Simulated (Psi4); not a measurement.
ClGa, charge -1, doublet, at a GFN2-xTB geometry (such geometries of metal compounds can be far from the true shape) (a state made from the parent by changing its charge; the spin is typed, not shown lowest) (a gas-phase anion, which may not be bound at this level), atoms displaced at random by about 0.03 Å a coordinate; Psi4 1.11 with PBE0/cc-pVDZ, gradient.

Here is a job for Psi4.
```
memory 2 GB

molecule mol {
-1 2
  Ga    0.020041    0.007430   -0.889369
  Cl   -0.002419   -0.026054    1.555506
symmetry c1
no_reorient
no_com
}

set basis cc-pvdz
set reference uks

gradient('pbe0')
print_variables()
```

It wrote (shortened):

```
gradient() will perform analytic gradient computation.

   => Loading Basis Set <=

    Name: CC-PVDZ
    Role: ORBITAL
    Keyword: BASIS

         ---------------------------------------------------------
                                   SCF
               by Justin Turney, Rob Parrish, Andy Simmonett
                          and Daniel G. A. Smith
                              UKS Reference
         ---------------------------------------------------------

  ==> Geometry <==

    Molecular point group: c1
    Full point group: C1

    Geometry (in Angstrom), charge = -1, multiplicity = 2:

       Center              X                  Y                   Z               Mass
    ------------   -----------------  -----------------  -----------------  -----------------
         GA           0.020041000000     0.007430000000    -0.889369000000    68.925573500000
         CL          -0.002419000000    -0.026054000000     1.555506000000    34.968852682000

  Running in c1 symmetry.

  Rotational constants: A =    995.81432  B =      0.12113  C =      0.12112 [cm^-1]
  Rotational constants: A = 29853762.21194  B =   3631.44006  C =   3630.99838 [MHz]
  Nuclear repulsion =  114.050197190186196

  Charge       = -1
  Multiplicity = 2
  Electrons    = 49
  Nalpha       = 25
  Nbeta        = 24

  ==> Algorithm <==

  SCF Algorithm Type is DF.
  DIIS enabled.
  MOM disabled.
  Fractional occupation disabled.
  Guess Type is SAD.
  Energy threshold   = 1.00e-08
  Density threshold  = 1.00e-08
  Integral threshold = 1.00e-12

  ==> Primary Basis <==

  Basis Set: CC-PVDZ
    Blend: CC-PVDZ
    Number of shells: 19
    Number of basis functions: 45
    Number of Cartesian functions: 48
    Spherical Harmonics?: true
    Max angular momentum: 2

  ==> DFT Potential <==

   => LibXC <=

    Version 7.1.2
    S. Lehtola, C. Steigemann, M. J. T. Oliveira, and M. A. L. Marques,  SoftwareX 7, 1–5 (2018) (10.1016/j.softx.2017.11.002)

   => Composite Functional: PBE0 <=

    PBE0 Hyb-GGA Exchange-Correlation Functional

    C. Adamo and V. Barone,  J. Chem. Phys. 110, 6158 (1999) (10.1063/1.478522)
    M. Ernzerhof and G. E. Scuseria,  J. Chem. Phys. 110, 5029 (1999) (10.1063/1.478401)

    Deriv               =              1
    GGA                 =           TRUE
    Meta                =          FALSE

    Exchange Hybrid     =           TRUE
    MP2 Hybrid          =          FALSE

   => Exchange Functionals <=

    0.7500   Perdew, Burke & Ernzerhof

[...]
  @DF-UKS Final Energy: -2384.56682603964055
    Total Energy =                      -2384.5668260396405458
[...]
    J tasked:                  Yes
    K tasked:                  Yes
    wK tasked:                  No
    Integrals threads:           1
    Schwarz Cutoff:          1E-12
    Fitting Condition:       1E-10

   => Auxiliary Basis Set <=

  Basis Set: (CC-PVDZ AUX)
    Blend: CC-PVDZ-JKFIT
    Number of shells: 83
    Number of basis functions: 283
    Number of Cartesian functions: 339
    Spherical Harmonics?: true
    Max angular momentum: 3

  ==> DFT Potential <==

   => LibXC <=

    Version 7.1.2
    S. Lehtola, C. Steigemann, M. J. T. Oliveira, and M. A. L. Marques,  SoftwareX 7, 1–5 (2018) (10.1016/j.softx.2017.11.002)

   => Composite Functional: PBE0 <=

    PBE0 Hyb-GGA Exchange-Correlation Functional

    C. Adamo and V. Barone,  J. Chem. Phys. 110, 6158 (1999) (10.1063/1.478522)
    M. Ernzerhof and G. E. Scuseria,  J. Chem. Phys. 110, 5029 (1999) (10.1063/1.478401)

    Deriv               =              1
    GGA                 =           TRUE
    Meta                =          FALSE

    Exchange Hybrid     =           TRUE
    MP2 Hybrid          =          FALSE

   => Exchange Functionals <=

    0.7500   Perdew, Burke & Ernzerhof

   => Exact (HF) Exchange <=

    0.2500               HF

   => Correlation Functionals <=

    1.0000   Perdew, Burke & Ernzerhof

   => LibXC Density Thresholds  <==

    XC_HYB_GGA_XC_PBEH:  1.00E-15

   => Molecular Quadrature <=

    Radial Scheme          =       TREUTLER
    Pruning Scheme         =           NONE
    Nuclear Scheme         =       TREUTLER

    Blocking Scheme        =         OCTREE
    BS radius alpha        =              1
    Pruning alpha          =              1
    Radial Points          =             75
    Spherical Points       =            302
    Total Points           =          42416
    Total Blocks           =            397
    Max Points             =            247
    Max Functions          =             45
    Weights Tolerance      =       1.00E-15

  -Total Gradient:
     Atom            X                  Y                   Z
    ------   -----------------  -----------------  -----------------
       1        0.000014195364     0.000021162847    -0.001545231101
       2       -0.000013552956    -0.000020205128     0.001475302019

  Variable Map:
  ----------------------------------------------------------------------------
[...]
  Array Variable Map:
  ----------------------------------------------------------------------------
[...]
[...]
```
